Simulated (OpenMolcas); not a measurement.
# Ta4+: moving or changing the point charges

Ta4+ among 6 point charges of -1 e arranged as an octahedron (Oh), 1.97 Å from the ion.
```
   1.9700    0.0000    0.0000  -1.00
   0.0000    1.9700    0.0000  -1.00
  -1.9700    0.0000    0.0000  -1.00
   0.0000   -1.9700    0.0000  -1.00
   0.0000    0.0000    1.9700  -1.00
   0.0000    0.0000   -1.9700  -1.00
```

* Program: OpenMolcas
* Method: SS-CASPT2, IPEA 0.25 Eh, imaginary shift 0.1 Eh (closed shells correlated: 4f 5s 5p)
* Basis: ANO-RCC-VDZP [7s6p4d2f1g]
* Scalar Hamiltonian: DKH2, point nucleus
* Active space: 1 electron in 5 orbitals (5d)
* State averaging: 2S+1 = 2 even, 5 roots
* Spin-orbit coupling: state interaction with AMFI integrals over the reference wave functions

Runs around this geometry, states (labels of O, the rotations of Oh). Energies in cm-1 above the lowest state or level, χT in cm3 K/mol; under a threefold ground state the first gap can be a small split of the lowest multiplet, not the spin-orbit step; 10Dq is the gap between the two states.

```csv
R (Å),q (e),Ground state,First state of that spin,10Dq,First gap with spin-orbit (degeneracies),χT at 300 K
1.97,-0.5,2T2,2E 5250,5253,"6380 (4, 2)",0.228
1.86,-1,2T2,2E 13630,13626,"5060 (4, 2)",0.111
1.97,-1,2T2,2E 10710,10712,"5430 (4, 2)",0.140
2.06,-1,2T2,2E 8870,8867,"5710 (4, 2)",0.165
```

Taking |10Dq| as R^-n, n = -ln(8867 / 13626) / ln(2.06 / 1.86) = 4.2 between the shortest and longest distance. The point-charge formula for a cubic d site gives n = 5.

Scaling the charges by -0.5 / -1 = 0.50 scales |10Dq| by 5253 / 10712 = 0.49; with fixed orbitals a first-order splitting would follow the charge.

Roots that are degenerate in the reference are averaged as groups; the widest CASPT2 spread within a group is 75 cm-1 (the 3-fold group of multiplicity 2 near 0 cm-1 above the lowest state of its run, R = 2.06, q = -1). Shifts and gaps below about the spread of the groups concerned are not significant. An orbital triplet at a regular site is open to Jahn-Teller coupling, which can distort the site and quench the lowest spin-orbit gaps and is left out. Free-ion shares, where given, are those of the reference states; single-state CASPT2 does not remix them. This field is weak: 10Dq is about 5253 cm-1, while octahedral complexes of 5d ions of charge 3 and more, computed by the same method with explicit ligands, had a median near 35000 cm-1. Ground spin and moment need not be those of a real site (figures for R = 1.97, q = -0.5; the like holds for R = 1.86, q = -1, R = 1.97, q = -1, R = 2.06, q = -1). This is an electrostatic model: the charges have no orbitals. No measured value stands beside these numbers.
